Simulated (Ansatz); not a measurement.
Li4Se2. Charge 0, multiplicity 3. Geometry PBE-D4/def2-SVP, that of the charge +1 doublet; atoms count from 1.

Cartesian coordinates in Å:
```
Li -0.5871 -0.9878 -1.6342
Li 2.5830 -1.5153 1.3400
Li -1.5093 0.0557 1.3102
Li 0.5004 1.8680 -0.5041
Se -1.7387 1.0210 -0.9054
Se 0.7518 -0.4416 0.3935
```

At PBE0-D4/def2-TZVP a singlet of charge 0 lies 1.26 eV below the triplet at the same geometry. The structure comes from a short search, and lower isomers may exist.

(1) Estimate the Mulliken populations from the PBE0/def2-TZVP orbitals of Ansatz.

(2) Where does the spin sit?

Results:

(1) 
```
atom  charge (e)  spin (α − β)
 Li1        0.66          0.08
 Li2        0.10          0.80
 Li3        0.66          0.08
 Li4        0.66          0.08
 Se5       -0.93          0.67
 Se6       -1.16          0.29
```
Mulliken values and Mayer orders depend strongly on the basis.

(2) Summed by element: Li 1.04, Se 0.96, of 2 unpaired in all. Largest on single atoms: Li2 0.80, Se5 0.67, Se6 0.29.
